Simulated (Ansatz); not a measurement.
Coupled-cluster diagnostics for the cluster Cs3F2, Ansatz.

Geometry of the doublet (PBE-D4/def2-TZVP):

```xyz
5

Cs    2.142    0.646    0.456
Cs   -1.298   -1.683    0.863
Cs   -1.584    1.944   -2.471
F     1.125   -1.361    1.777
F    -0.386    0.453   -0.625
```

In the def2 sets Cs takes a core potential; there is no spin–orbit coupling. Correlated methods freeze 2 core orbitals; core or outer-core shells of Cs are correlated, in sets that lack core-valence functions. The structure comes from a short search, and lower isomers may exist.

Geometry of the charge 0 quartet (PBE-D4/def2-TZVP):

| atom | x (Å) | y (Å) | z (Å) |
| --- | --- | --- | --- |
| Cs1 | 1.9701 | 1.4854 | 1.4437 |
| Cs2 | -2.7507 | -0.7249 | -0.2367 |
| Cs3 | 1.4857 | -1.4535 | -2.2754 |
| F4 | -0.8430 | 0.8535 | 1.2444 |
| F5 | 0.1379 | -0.1606 | -0.1760 |

(1) Estimate the CCSD(T) correlation energy, the shares of MP2 and (T), T1 and the reference's ⟨S²⟩ for: charge 0, doublet, own geometry in def2-SVP; charge 0, quartet, own geometry in def2-SVP; and the rough time on 4 threads of Arm Neoverse V1 on a shared host.

## Answers

(1) 
```json
{"state": "charge 0, doublet, own geometry", "basis": "def2-SVP", "correlation (eV)": "-14.813", "MP2 share (%)": "95.8", "(T) share (%)": "1.5", "T1": "0.017", "⟨S²⟩ (pure)": "0.75 (0.75)", "wall time": "43 s"}
{"state": "charge 0, quartet, own geometry", "basis": "def2-SVP", "correlation (eV)": "-14.124", "MP2 share (%)": "91.1", "(T) share (%)": "1.9", "T1": "0.038", "⟨S²⟩ (pure)": "3.76 (3.75)", "wall time": "46 s"}
```
Customary marks for T1 are 0.02 (closed shells), 0.045 (open shells) and about 0.05 (3d metals). T1 exceeds 0.02 in 1 of 2 rows and 0.045 in 0; the higher it lies, the less the single-reference result can be trusted.
